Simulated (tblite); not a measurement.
B₂Cl₄, charge -1, doublet, at a GFN2-xTB geometry (a state made from the parent by changing its charge; the spin is typed, not shown lowest); IPEA1-xTB (tblite).

Input for tblite:
```
$ tblite run mol.xyz --method ipea1 --charge -1 --spin 1 --json tblite.json --no-restart

# file mol.xyz
6

Cl    -1.64291971    -1.65347614    -0.11748101
B     -0.77888530    -0.07509813    -0.06334697
Cl    -1.92412213     1.30955110    -0.17262753
B      0.77888530     0.07509813     0.06334697
Cl     1.92412213    -1.30955110     0.17262753
Cl     1.64291971     1.65347614     0.11748101
```

It wrote (shortened):

```
xTB calculator
 | screened Coulomb repulsion
 | Coulomb electrostatics
 |  * isotropic Klopman-Ohno-Mataga-Nishimoto electrostatics
 |  * onsite third-order electrostatics
 | DFT-D3(BJ) dispersion correction

halogen bonding energy    0.0000000000000E+00 Eh
repulsion energy          8.8615107967899E-02 Eh
dispersion energy        -3.5637562748144E-03 Eh
number of electrons       3.5000000000000E+01 e
integral cutoff           3.3779317238092E+01 bohr

------------------------------------------------------------
  cycle        total energy    energy error   density error
------------------------------------------------------------
      1     -20.91086866554  -2.0995920E+01   5.4003474E-01
      2     -21.06231679948  -1.5144813E-01   3.3656151E-01
      3     -21.06321931736  -9.0251789E-04   1.1827571E-01
      4     -21.06494636726  -1.7270499E-03   4.6481978E-03
      5     -21.06497168314  -2.5315874E-05   3.3047098E-03
      6     -21.06498939556  -1.7712425E-05   4.7541383E-04
      7     -21.06498993737  -5.4181399E-07   2.1802607E-05
      8     -21.06498993775  -3.7704595E-10   1.1669269E-05
------------------------------------------------------------

electronic energy        -2.1150041289445E+01 Eh
total energy             -2.1064989937752E+01 Eh

Post processing:
 | Mayer-Wiberg bond orders

[Info] JSON dump of results written to 'tblite.json'
```
